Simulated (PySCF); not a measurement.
Field gradients at the hydrogen positions

C₅H₁₄Si.
Geometry (PBE0-D3(BJ)/def2-SVP, Å), atoms numbered from 1 in this order:
```xyz
20
C5H14Si angstrom
C     -3.2913   -0.0690    0.0817
C     -1.9146    0.5375    0.2996
C     -0.7808   -0.3279   -0.2324
C      0.6025    0.2729   -0.0187
C      1.7373   -0.6005   -0.5499
Si     3.4575    0.1293   -0.2987
H     -4.0891    0.5797    0.4741
H     -3.3815   -1.0465    0.5827
H     -3.4918   -0.2311   -0.9897
H     -1.8664    1.5316   -0.1795
H     -1.7550    0.7200    1.3773
H     -0.8225   -1.3232    0.2469
H     -0.9341   -0.5118   -1.3117
H      0.7514    0.4614    1.0600
H      0.6416    1.2674   -0.4991
H      1.7137   -1.5934   -0.0664
H      1.6012   -0.7894   -1.6297
H      3.5737    1.4503   -0.9937
H      4.5104   -0.7840   -0.8421
H      3.7276    0.3478    1.1576
```

Level: PBE0/pcSseg-1 (PySCF, non-relativistic); Q(2H) = 0.00286 b; rigid geometry, the same for H and D, with no vibrational averaging.

Problem. Rank these positions by the coupling χzz of a deuteron there, largest first.
A. H7 (methyl hydrogen)
B. H13 (methylene hydrogen)
C. H20 (Si–H hydrogen)

Solution. A (197 kHz), B (189 kHz), C (94 kHz).

Problem. Give the electric field gradient Vzz (the principal value of largest size), its asymmetry and the 2H coupling at each hydrogen.

Solution. 
```
atom  bonded to  bond length (Å)  Vzz (au)     η  χzz (kHz)
  H7         C1            1.101    0.2934  0.02        197
  H8         C1            1.102    0.2900  0.02        195
  H9         C1            1.102    0.2900  0.02        195
 H10         C2            1.105    0.2827  0.03        190
 H11         C2            1.105    0.2826  0.03        190
 H12         C3            1.106    0.2811  0.03        189
 H13         C3            1.106    0.2811  0.03        189
 H14         C4            1.105    0.2805  0.04        189
 H15         C4            1.105    0.2805  0.04        189
 H16         C5            1.105    0.2882  0.03        194
 H17         C5            1.105    0.2881  0.03        194
 H18        Si6            1.497    0.1394  0.02         94
 H19        Si6            1.496    0.1399  0.01         94
 H20        Si6            1.497    0.1394  0.02         94
```

Problem. Average by the element that carries the hydrogen.

Solution. on C: 192 kHz over 11 positions, mean bond length 1.104 Å; on Si: 94 kHz over 3 positions, mean bond length 1.497 Å.

Problem. A static deuteron (I = 1) shows a doublet split by (3/2)χ, (3/4)χ(1 + η) and (3/4)χ(1 − η) with the field along z, y and x of the gradient. What are these for H20?

Solution. With |χ| = 93.7 kHz and η = 0.015: 141, 71 and 69 kHz, to first order and without motion.

The structure is a single PBE0-D3(BJ)/def2-SVP conformer in the gas phase; no vibrational or solvent corrections. The small basis limits the accuracy of the gradients.
